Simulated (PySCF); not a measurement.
Species: C9H9 (doublet state).
Geometry (GFN2-xTB, Å), atoms numbered from 1 in this order:
```
atom  x, y, z in Å
C1    -2.1031    2.0828    0.3009
C2    -1.6034    0.9982    0.2050
C3    -1.0220   -0.3068    0.0874
C4     0.4312   -0.3724   -0.0434
C5     1.2565    0.7419   -0.0631
C6     2.5882    0.7018   -0.1844
C7     3.8718    0.6706   -0.3020
C8    -1.8671   -1.3488   -0.6419
C9    -1.7353   -1.4289    0.8373
H10   -2.5349    3.0350    0.3845
H11    0.8676   -1.3564   -0.1293
H12    0.7906    1.7177    0.0273
H13    4.5326    0.6131    0.5541
H14    4.3686    0.7053   -1.2636
H15   -1.3431   -2.0709   -1.2497
H16   -2.8059   -1.0154   -1.0574
H17   -1.1177   -2.2068    1.2605
H18   -2.5833   -1.1535    1.4459
```

The hyperfine couplings belong to this conformer and change with its torsions.

As a line formula: `C#CC1([CH]C=C=C)CC1` [radical].

Method: UKS B3LYP, pcH-1 on C H, non-relativistic, mean-field spin-orbit, GIAO in PySCF 2.14.0. Geometry: GFN2-xTB, one conformer, isolated molecule. A GFN2-xTB geometry isn't a minimum of the functional, and hyperfine couplings can be far from their values at a DFT geometry. The SCF solution wasn't tested for stability. ⟨S²⟩ is 0.774 where a pure state has 0.75.

Q: Give the principal g shifts and their parts.

A: 
```json
{"Δg (ppm)": "relativistic mass correction", "1": "-151", "2": "-151", "3": "-151"}
{"Δg (ppm)": "gauge correction", "1": "22", "2": "30", "3": "43"}
{"Δg (ppm)": "orbital Zeeman/spin–orbit", "1": "-40", "2": "-46", "3": "672"}
{"Δg (ppm)": "total", "1": "-169", "2": "-167", "3": "564"}
```

So g = 2.00215, 2.00215, 2.00288 and g_iso = 2.00240; the tensor is close to axial: the two nearest values differ by under 1 % of g3 − g1. Axes: g3 points within 15° of the C4–H11 bond.

Q: What are the electron Larmor frequencies g μB B/h along the three axes at 3350 mT?

A: 93.8757, 93.8758, 93.9100 GHz for g1, g2 and g3, a range of 34.4 MHz.

Q: How much does each term add to the isotropic shift?

A: The orbital-Zeeman/spin–orbit term 196, the mass correction -151 and the gauge correction 32 ppm, for a total of 76 ppm. The orbital-Zeeman/spin–orbit term is the largest in size. The mass correction is the same along every axis, so the anisotropy comes from the other two: their spans along these axes are 21 (gauge) and 718 ppm (orbital Zeeman/spin–orbit).

Q: In a frozen sample, at which fields do the three g values resonate at 9.5, 34, 94 and 263 GHz (hyperfine left aside), and which band first spreads them over more than twice a line width of 1.0 mT?

A: 
```
band    GHz  B(g3) mT  B(g2) mT  B(g1) mT  spread mT
   X    9.5    338.89    339.01    339.01       0.12
   Q   34.0   1212.86   1213.31   1213.31       0.44
   W   94.0   3353.21   3354.43   3354.44       1.23
   J  263.0   9381.85   9385.28   9385.29       3.43
```

The spread grows in proportion to the frequency. J band is the first where it exceeds 2.0 mT.

The largest Mulliken spin populations are on C4 (+0.67), C6 (+0.56), C5 (-0.24) and C7 (-0.10). The positive populations add up to 1.45 and the negative ones to -0.45, together 2S = 1. The angles at C4 add up to 360.0°, so it is planar; its axial dipolar tensor and the negative coupling of its proton fit spin in a p orbital normal to that plane.

The HOMO–LUMO gaps are 5.00 eV among the α and 5.15 eV among the β orbitals.
